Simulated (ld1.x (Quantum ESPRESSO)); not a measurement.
**Before and after: RRKJ potential for Fe**

```
Element                 : Fe (Z = 26)
Generator               : ld1.x (Quantum ESPRESSO) 7.5
Type                    : norm-conserving RRKJ (Kleinman–Bylander form)
Functional              : PW91
Relativity              : scalar-relativistic
Frozen core             : [Ar]
Valence charge          : 8
Reference configuration : 3d6 4s1 4p0 (charge +1)
Partial waves           : 4s (bound): rc 2.45 bohr; 4p (bound, empty): rc 2.15 bohr; 3d (bound): rc 1.60 bohr
Local potential         : all-electron potential smoothed inside 1.40 bohr (lloc = -1)
Core correction         : Bessel-smoothed model core inside 1.05 bohr
rho0                    : 0.001
```

All-electron outer shells of the reference configuration (PW91, scalar-relativistic, ld1.x):

```csv
shell,level (eV),outermost node (bohr),outermost maximum (bohr)
3p,-68.65,0.30,0.72
3d,-16.05,–,0.71
4s,-12.39,1.00,2.29
4p,-7.39,1.09,2.83
```

Change: all radii but the core radius scaled by about 1.04 (s 2.56, p 2.24, d 1.66 bohr); local potential all-electron potential smoothed inside 1.46 bohr (lloc = -1).

Cutoffs: the cutoffs (Ry, on a coarse ladder) from which the occupation-weighted sum of valence levels, in a spherical-Bessel basis at the reference potential, stays within 10 and 1 mRy of its value at 400 Ry; they do not see the model core or the augmentation charge, which bear on the density cutoff. Errors are all-electron minus pseudo energies relative to the spin-unpolarised reference configuration.

**Question.** How do hardness, ghosts and transferability respond?

**Answer.** The potential gets neither clearly harder nor softer (70 Ry and 100 Ry → 70 Ry and 90 Ry); both files keep a bound ghost (s); of the 7 tests that both files solve, the error grows in 3 and shrinks in 0 by more than 15 % and 0.3 meV (median size 11.9 → 10.5 meV). More of the atom is replaced by a form fitted at one configuration, so other configurations suffer.

```csv
quantity,base,changed
"cutoff, loose",70 Ry,70 Ry
"cutoff, tight",100 Ry,90 Ry
loose cutoff by channel (10 mRy a level),"s 15 Ry, d 60 Ry","s 15 Ry, d 55 Ry"
bound ghosts,s,s
"error for 3d6 4s2 4p0, meV [ΔE -8.79 eV]",-4.6,-4.0
"error for 3d6 4s0 4p0, meV [ΔE 16.25 eV]",-12,-11
"error for 3d5 4s0 4p0, meV [ΔE 50.58 eV]",-166,-156
"error for 3d5 4s2 4p1, meV [ΔE -0.01 eV]",-267,-234
"error for 3d6 4s0 4p1, meV [ΔE 5.08 eV]",-0.8,-1.3
"error for 3d6 4s1 4p1, meV [ΔE -4.66 eV]",-0.1,-0.6
"error for 3d6.5 4s1.5 4p0, meV [ΔE -9.53 eV]",-19,-22
```

Base: These tests converged, but a pseudo level misses the all-electron one widely, so the file describes the atom poorly there or has found another state: 3d5 4s0 4p0: empty 4s by 3.2 eV (a node warning on the way). A true bound ghost makes a file unfit for plane-wave use even where its test errors are small: the radial tests pick states by their node count and pass the ghost by.
